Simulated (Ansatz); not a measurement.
Coupled-cluster run, `CB(N)Br`.

```yaml
crystal:
  periodic: [false, false, false]
  atoms:
    - {symbol: C, position_ang: [0.221617, 0.949879, -0.700877]}
    - {symbol: B, position_ang: [-0.246679, -0.408224, -0.089370]}
    - {symbol: N, position_ang: [0.074016, -0.843978, 1.187016]}
    - {symbol: Br, position_ang: [-1.359250, -1.597148, -1.167315]}
    - {symbol: H, position_ang: [0.799097, 0.779410, -1.613912]}
    - {symbol: H, position_ang: [0.834531, 1.538243, -0.013129]}
    - {symbol: H, position_ang: [-0.640397, 1.555171, -0.995144]}
    - {symbol: H, position_ang: [-0.236483, -1.722726, 1.564110]}
    - {symbol: H, position_ang: [0.641948, -0.297026, 1.811620]}
basis:
  gaussian: {orbitals: def2-SVP}
correlation: {method: ccsd_t}
```

```sh
$ ansatz run in.yaml --threads 4 --pin off --events-out ev --progress --plain --max-ram 10444MiB
```

The program prints (abridged):

```
Functional definition: HF
995 factors; integrals over basis functions are off by at most 1.1e-3 eV
mean field evaluation 1: about -73251.1869 eV, gradient 3.3e1 eV
mean field evaluation 2: about -73251.2496 eV, gradient 3.3e1 eV
mean field evaluation 4: about -73253.8918 eV, gradient 3.0e0 eV
mean field evaluation 8: about -73253.9264 eV, gradient 1.7e-4 eV
mean field -73253.92643180 eV, -2692.0321430740 hartree, gradient 3.9e-6 eV, S^2 0.000000; 0 other end points of the search recorded, 0 dependent functions left out
12 core orbitals not correlated: weight in the atoms' cores, before any rotation towards them, 1.000 or more for the frozen orbitals, at most 0.000 for the correlated occupied ones
reference -73253.92643180 eV, -2692.0321430740 hartree; 17, 17 occupied and 70, 70 virtual orbitals, 995 factors
second order -17.14688719 eV of doubles, -0.00000000 eV of singles
cycle   1  -17.60430342 eV  change   -4.6e-1 eV  update   8.0e-2
cycle   2  -17.99019472 eV  change   -3.9e-1 eV  update   2.3e-2
cycle   3  -18.05612317 eV  change   -6.6e-2 eV  update   1.2e-2
cycle   4  -18.04888973 eV  change    7.2e-3 eV  update   3.3e-3
cycle   5  -18.05001943 eV  change   -1.1e-3 eV  update   1.2e-3
cycle   6  -18.04946544 eV  change    5.5e-4 eV  update   3.4e-4
cycle   7  -18.04937055 eV  change    9.5e-5 eV  update   9.6e-5
cycle   8  -18.04940155 eV  change   -3.1e-5 eV  update   3.5e-5
perturbative correction -0.47686902 eV, -0.0175246133 hartree
Total energy: -73272.45270237 eV, -2692.7129709598 hartree
```

Hardware: 4 threads of an AMD EPYC 7B13 on a shared host. Wall time 3.3 s, peak host memory 0.44 GiB.

The correlation energy is -18.526 eV, 2.6 % of it from (T); the T1 diagnostic reads 0.0096.
